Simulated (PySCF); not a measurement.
Structure with atom numbers: `[F:1][C:2]([F:3])([F:4])[c:5]1[cH:6][cH:7][n:8][n:9][n:10]1`. Hydrogens are named by the atom that carries them.

Fast rotation and ring inversion assumed for equivalent nuclei, non-relativistic Hamiltonian, one conformer, isolated molecule. J couplings at B3LYP/pcJ-1 (spin–dipole term only in couplings to heteroatoms); geometry: PBE0-D3(BJ)/def2-SVP; shielding tensors at B3LYP/pcSseg-1 (GIAO); PySCF.

Predict the 2D correlation tables (HSQC, COSY, HMBC).

## Answers



HSQC (one-bond C–H):
```tsv
δH	δC	$^{1}J$(C,H) (Hz)
9.18 (H(C7))	154.5 (C7)	198
7.28 (H(C6))	116.0 (C6)	185
```

COSY cross peaks (|J| ≥ 2 Hz):
```tsv
δH	δH	abs. J (Hz)	bonds
9.18 (H(C7))	7.28 (H(C6))	6.3	3
```

HMBC (two and three bonds, |J| ≥ 2.5 Hz):
```tsv
δH	δC [abs. J in Hz]
9.18 (H(C7))	155.4 (C5) [5.2], 116.0 (C6) [7.2]
7.28 (H(C6))	127.7 (C2) [2.8]
```

Chemical shifts δ = σref − σ; TMS for $^{1}$H (σ = 31.38 ppm), $^{13}$C (σ = 179.24 ppm), all at this level.

Common functionals overestimate the size of one-bond C–F couplings by tens of Hz; these are unscaled. Unscaled 3J(H,H) at this level run about 10 % above measured values. Shifts are as computed. Against solution values, carbons near 30 ppm lie about +2 ppm off and those near 130 ppm about +6 ppm. Of 1313 compounds with measured shifts, 239 miss one by over three times the rms of a fit or turn the order of signals round; such compounds aren't used in these exercises.
